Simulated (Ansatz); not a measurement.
A geometry relaxed with Ansatz (an electronic-structure program) with B3LYP-D3(BJ)/def2-SVP, charge 0, multiplicity 1:

```xyz
20

H     -2.6725     1.1931    -1.7575
S     -3.1870    -0.1640     1.7216
H     -4.3986     0.4015     1.5202
C     -3.1766     0.8597    -0.8481
H      4.2584    -0.6433     1.1131
C      0.9584    -0.5252    -1.2161
H      1.3745    -0.8665    -2.1687
C      1.2152     0.0991     1.0936
H     -4.2590     0.9931    -0.7941
C     -2.4661     0.3349     0.1661
H      1.8378     0.2686     1.9765
H      3.9641    -1.8207    -1.0015
H      4.3083     0.5673    -0.9862
C     -1.0007     0.1011     0.0861
H     -0.5931     0.6327     2.1420
C     -0.1618     0.3015     1.1953
H     -1.0565    -0.5268    -1.9823
Si     3.6656    -0.5646    -0.2530
C     -0.4168    -0.3268    -1.1205
C      1.8064    -0.3146    -0.1124
```

### Question
Write the SMILES of this molecule.

### Answer
`C=C(S)c1ccc([SiH3])cc1`
